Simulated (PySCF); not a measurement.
Job file and geometry (Å, from GFN2-xTB) of an NMR shielding run on `C=Cn1cc[n+](C2CC2)n1`, [C7H10N3]+, GIAO PBE0/pcSseg-1 NMR shielding, non-relativistic, gas phase in PySCF; density fitting, a coarse starting grid and PySCF grid level 2 are the driver's defaults:

```
$ OMP_NUM_THREADS=1 python probes_run.py task.json out

{"job": {"kind": "nmr", "xc": "PBE0", "basis": "pcSseg-1"}, "charge": 1, "multiplicity": 1}
C      3.492321    -0.108607    -1.177264
C      3.022294     0.064219     0.047818
N      1.651591     0.072815     0.337277
C      1.085162     0.191250     1.560528
C     -0.268928     0.143677     1.347224
N     -0.418052     0.001828     0.010706
C     -1.608281    -0.091919    -0.748872
C     -2.802821    -0.808130    -0.173697
C     -2.827908     0.675478    -0.309252
N      0.734354    -0.040317    -0.586737
H      4.551574    -0.110970    -1.361219
H      2.838051    -0.253541    -2.020151
H      3.644631     0.207657     0.917964
H      1.647524     0.296756     2.465395
H     -1.081989     0.199475     2.040160
H     -1.378036    -0.184388    -1.801577
H     -3.389398    -1.403480    -0.855224
H     -2.711702    -1.244200     0.809327
H     -3.432237     1.119167    -1.084282
H     -2.753297     1.283909     0.578839
```

**Question.** What does the program print?

**Answer.** 
```
coarse grid: 16992 points
cycle   1  E = -435.9691107629  dE =  2.447e+00  |g| = 6.403e-01  |ddm| = 4.180e+00
cycle   2  E = -435.8241780126  dE =  1.449e-01  |g| = 1.010e+00  |ddm| = 1.491e+00
cycle   3  E = -436.0671018294  dE = -2.429e-01  |g| = 1.064e-01  |ddm| = 8.935e-01
cycle   4  E = -436.0680678952  dE = -9.661e-04  |g| = 9.001e-02  |ddm| = 1.768e-01
cycle   5  E = -436.0697918287  dE = -1.724e-03  |g| = 1.644e-02  |ddm| = 7.259e-02
cycle   6  E = -436.0698403370  dE = -4.851e-05  |g| = 6.302e-03  |ddm| = 1.518e-02
cycle   7  E = -436.0698499807  dE = -9.644e-06  |g| = 9.355e-04  |ddm| = 5.732e-03
final grid: 165152 points
cycle   8  E = -436.1257753393  dE = -6.395e-05  |g| = 7.815e-03  |ddm| = 4.875e-02
cycle   9  E = -436.1257763351  dE = -9.959e-07  |g| = 7.710e-03  |ddm| = 1.357e-02
cycle  10  E = -436.1257912079  dE = -1.487e-05  |g| = 1.103e-03  |ddm| = 6.754e-03
cycle  11  E = -436.1257914601  dE = -2.522e-07  |g| = 3.804e-04  |ddm| = 1.055e-03
cycle  12  E = -436.1257914876  dE = -2.746e-08  |g| = 1.461e-04  |ddm| = 3.656e-04
cycle  13  E = -436.1257914926  dE = -4.970e-09  |g| = 3.879e-05  |ddm| = 1.442e-04
cycle  14  E = -436.1257914928  dE = -2.677e-10  |g| = 1.701e-05  |ddm| = 4.023e-05
converged SCF energy = -436.1257914928

GIAO shielding tensors (ppm)
atom      isotropic    diamagn.    paramagn.     s11        s22        s33       span
  0 C       56.011     255.494    -199.483    -56.867     48.181    176.720    233.587
  1 C       54.902     247.951    -193.049    -51.756     93.705    122.757    174.513
  2 N      -11.319     339.415    -350.735   -129.003    -36.910    131.955    260.958
  3 C       51.455     253.865    -202.410    -15.278     38.065    131.578    146.855
  4 C       57.653     254.503    -196.850    -12.521     40.857    144.621    157.142
  5 N      -22.952     334.814    -357.765   -143.784    -50.302    125.231    269.014
  6 C      150.001     239.032     -89.031    104.447    129.031    216.526    112.079
  7 C      168.392     255.979     -87.588    132.240    174.129    198.806     66.566
  8 C      168.435     256.167     -87.733    132.287    174.002    199.016     66.729
  9 N     -104.993     318.592    -423.585   -338.322   -104.163    127.506    465.829
 10 H       24.942      24.657       0.285     23.252     23.930     27.644      4.391
 11 H       24.227      32.730      -8.503     21.919     22.182     28.580      6.661
 12 H       24.311      27.263      -2.952     20.690     24.644     27.599      6.909
 13 H       23.759      30.950      -7.191     20.501     25.287     25.490      4.989
 14 H       24.096      31.767      -7.671     19.949     23.252     29.087      9.138
 15 H       27.191      30.644      -3.454     19.558     26.636     35.377     15.819
 16 H       29.530      29.080       0.450     23.815     25.104     39.670     15.855
 17 H       30.117      31.414      -1.297     24.660     28.426     37.264     12.604
 18 H       29.519      29.099       0.420     23.797     25.121     39.638     15.841
 19 H       30.150      31.469      -1.319     24.652     28.475     37.322     12.671
```

**Question.** Turn these shieldings into chemical shifts. Shifts are taken against calculated references (same method and geometry level): TMS for 13C (σ = 186.93 ppm), 1H (σ = 31.72 ppm); 15N (σ = 267.73 ppm) vs NH3.

**Answer.** Averaging equivalent atoms: C 3: 135.5; C 1: 132.0; C 0: 130.9; C 4: 129.3; C 6: 36.9; C 7/8: 18.5; N 9: 372.7; N 5: 290.7; N 2: 279.0; H 13: 7.96; H 14: 7.62; H 11: 7.49; H 12: 7.41; H 10: 6.78; H 15: 4.53; H 16/18: 2.19; H 17/19: 1.58 ppm. Experimental scales use liquid or dissolved standards, which lie at an offset from isolated NH3 (liquid NH3: subtract about 20 ppm). Unscaled 15N shifts of sp2 nitrogen come out 20 to 40 ppm too high even then.

Size and cost of the density-fitted run: 220 basis functions, 43 s wall time on 1 thread of an Arm Neoverse V1, shared host; peak memory 1.1 GiB.
